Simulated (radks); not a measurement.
Task: The neon ion Ne+, configuration [He] 2s2 2p5 (the NIST ground configuration). Calculated with a radial shooting solver on a logarithmic mesh with Libxc functionals: scalar-relativistic Kohn-Sham, LDA (Slater exchange, Perdew-Wang correlation), spin-unpolarised, spherical densities, finite nucleus; Fermi nuclear charge, rms radius 3.0055 fm. Some entries of the table are withheld. Estimate them.

orbital  occ.  eigenvalue (eV)  <r> (bohr)  r(max) (bohr)
1s          2        -848.3650         (1)         0.1030
2s          2              (2)         (3)         0.6741
2p          5         -32.4371      0.8833            (4)
3s          0          -6.6897       3.487          2.875
3p          0          -3.8606       4.672          3.741

Result: 
(1) 1s <r> (bohr): 0.1587
(2) 2s eigenvalue (eV): -55.2963
(3) 2s <r> (bohr): 0.8686
(4) 2p r(max) (bohr): 0.6005
